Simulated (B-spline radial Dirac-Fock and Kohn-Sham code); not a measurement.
**X-ray lines that fill the M5 vacancy in Gd⁺**

System: gadolinium as Gd⁺, configuration [Xe] 4f8 6s1 (an excited configuration).

Input of the calculation (task.json; shells as n, l, electrons):

```json
{"items": [{
  "Z": 64,
  "q": 1,
  "cfg": [[1, 0, 2], [2, 0, 2], [2, 1, 6], [3, 0, 2], [3, 1, 6], [3, 2, 10], [4, 0, 2], [4, 1, 6], [4, 2, 10], [4, 3, 8], [5, 0, 2], [5, 1, 6], [6, 0, 1]],
  "A": 158,
  "rrms": 5.1569,
  "do": ["binding", "quiet", "decay"],
  "holes": ["K", "L1", "L2", "L3", "M1", "M2", "M3", "M4", "M5", "N1", "N2", "N3", "N4", "N5"]
}]}
```

Command: `python xray_run.py task.json out`

Level of theory: independent-particle radiative and Coulomb Auger rates from relativistic LDA hole-state orbitals, with Dirac-Fock energies; a radial B-spline solver.

| line | multipole | energy (eV) | width (meV) | share (%) |
| --- | --- | --- | --- | --- |
| M5-N3 | E1 | 906.0 | 0.609 | 8.32 |
| M5-O3 | E1 | 1162.3 | 0.0839 | 1.15 |
| M5-N6 | E1 | 1183.2 | 0.323 | 4.41 |
| M5-N7 | E1 | 1183.9 | 6.30 | 86.1 |

The listed lines hold 100.0 % of the radiative rate. The radiative width is 0.00732 eV in the length form and 0.00742 eV in the velocity form; the two differ because the transition energies are not eigenvalue differences of the potential that gave the orbitals.
